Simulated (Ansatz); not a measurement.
Reaction (atomization): `CC[N](C)[Ge]([Cl])([Cl])[Cl]` → 3 C• + 3 Cl• + Ge• + 8 H• + N•

Isolated molecules relaxed with PBE0-D4/def2-TZVP in Ansatz; ΔE leaves out vibrations. CCSD(T)/CBS adds triple-zeta CCSD(T) − MP2 to the extrapolated MP2 energy (def2 sets, frozen cores). This one scheme is used for every species, atoms too. For atomizations the MP2-based limit and the directly extrapolated one differ by several kJ/mol either way, and by 10 to 25 for some Ge, Se and Sn compounds, so smaller differences from it don't rank the levels. Functionals use def2-TZVPP. No spin–orbit coupling; open shells (•) take unrestricted orbitals. Spin–orbit coupling would lower the free atoms: a little for C, Cl; clearly for Ge. Bonds to Ge are less sure, by a few kJ/mol each and by 10 to 20 or more in all where they break to atoms, as the def2 sets lack core-valence functions. Scalar relativity is left out up to krypton. One conformer a species, not always the lowest.

`CC[N](C)[Ge]([Cl])([Cl])[Cl]`:

Cartesian coordinates in Å:
```
C -1.231 -0.371 -1.688
C -0.484 -0.833 -0.450
N 0.160 0.269 0.254
C 1.343 0.798 -0.398
Ge 0.133 0.242 2.054
Cl 0.776 2.126 2.803
Cl -1.849 -0.150 2.722
Cl 1.396 -1.249 2.942
H -1.988 0.369 -1.422
H -1.726 -1.220 -2.164
H -0.561 0.074 -2.426
H 0.261 -1.596 -0.721
H -1.194 -1.315 0.228
H 2.109 0.028 -0.562
H 1.076 1.226 -1.368
H 1.780 1.600 0.198
```

| level | ΔE (kJ/mol) | difference from CCSD(T)/CBS |
| --- | --- | --- |
| LDA (SPW92) | 6660.0 | 858.6 |
| PBE-D4 | 5921.4 | 120.0 |
| revPBE-D4 | 5779.2 | -22.2 |
| r2SCAN-D4 | 5817.0 | 15.6 |
| B97M-V | 5836.0 | 34.6 |
| CAM-B3LYP-D4 | 5795.7 | -5.7 |
| ωB97X-V | 5826.7 | 25.3 |
| PBE-QIDH | 5796.7 | -4.7 |
| PBE | 5868.3 | 66.9 |
| r2SCAN | 5802.8 | 1.4 |
| r2SCANh | 5770.3 | -31.1 |
| CCSD/def2-SVP | 5414.8 | -386.6 |
| HF/def2-QZVPP | 4202.7 | -1598.7 |
| SCS-MP2/def2-QZVPP | 5814.3 | 12.9 |
| HF/CBS(def2) | 4203.3 | -1598.1 |
| MP2/CBS(def2) | 5914.2 | 112.8 |
| CCSD(T)/CBS | 5801.4 | 0 |

Largest T1 diagnostic among the species: 0.010.

In def2-TZVPP, CCSD(T) changes the Hartree–Fock value by +1458.8 kJ/mol (the triples alone add +98.5 kJ/mol) and MP2 by +1571.6 kJ/mol; breaking electron pairs costs correlation energy, which Hartree–Fock lacks. From PBE to PBE0 (25 % exact exchange), in def2-TZVPP and without D4, ΔE moves by −78.2 kJ/mol: exact exchange takes away binding that semilocal exchange gives to molecules.
